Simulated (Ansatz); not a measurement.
Born–Oppenheimer molecular dynamics of CH7Al2N (11 atoms, charge 0, multiplicity 1). It starts at the highest image of a converged band. Of that band: Neighbouring images differ by up to 1.5 eV, so the band resolves the path poorly. A vibrational analysis at the climbing image gives one clearly imaginary mode, 1283i cm⁻¹: a first-order saddle point.

All numbers below come from RKS BLYP-D4/def2-SVP in Ansatz.

- ensemble: NVE (velocity Verlet)
- time step: 0.5 fs
- steps asked: 200
- starting velocities drawn for: 100 K
- seed: 6207

First frame:

```xyz
11
Properties=species:S:1:pos:R:3
C -0.200 1.298 -0.096
N -0.033 -0.180 -0.127
Al -0.265 -1.184 1.416
Al 0.921 -1.056 -1.621
H 0.775 1.793 -0.296
H -0.896 1.619 -0.899
H -0.608 1.675 0.866
H -0.519 -2.743 1.312
H -0.245 -0.349 2.769
H 1.850 0.139 -2.222
H -0.715 -1.069 -1.082
```

Q: How far do the bonds stretch over the last three quarters of this one trajectory? (Pairs bonded in most of those frames.)

A: 
```json
{"bond": "C1–N2", "mean (Å)": "1.488", "spread (Å)": "0.022", "shortest": "1.44", "longest": "1.53"}
{"bond": "C1–H5", "mean (Å)": "1.113", "spread (Å)": "0.002", "shortest": "1.11", "longest": "1.12"}
{"bond": "C1–H6", "mean (Å)": "1.112", "spread (Å)": "0.011", "shortest": "1.10", "longest": "1.13"}
{"bond": "C1–H7", "mean (Å)": "1.114", "spread (Å)": "0.021", "shortest": "1.08", "longest": "1.15"}
{"bond": "N2–Al3", "mean (Å)": "1.837", "spread (Å)": "0.041", "shortest": "1.78", "longest": "1.91"}
{"bond": "N2–Al4", "mean (Å)": "1.844", "spread (Å)": "0.047", "shortest": "1.78", "longest": "1.97"}
{"bond": "Al3–H8", "mean (Å)": "1.592", "spread (Å)": "0.016", "shortest": "1.56", "longest": "1.62"}
{"bond": "Al3–H9", "mean (Å)": "1.595", "spread (Å)": "0.008", "shortest": "1.58", "longest": "1.61"}
{"bond": "Al4–H10", "mean (Å)": "1.674", "spread (Å)": "0.094", "shortest": "1.48", "longest": "1.92"}
{"bond": "Al4–H11", "mean (Å)": "1.764", "spread (Å)": "0.195", "shortest": "1.42", "longest": "2.07"}
```

Mean temperature of the second half: 1268 K. The conserved energy stayed within 0.28 meV per atom of its start (net change -0.059 meV per atom), so the integration is sound. The system heated up, since it started high on the potential surface and ran downhill. A run of 0.1 ps of so small a system gives no equilibrium averages. The orbitals stay closed-shell, which can raise the energy where a bond breaks towards radicals; this wasn't checked here.

The run took 3.2 min on 2 threads of Intel(R) Xeon(R) 6975P-C (Granite Rapids) (shared host), peak memory 0.16 GiB.
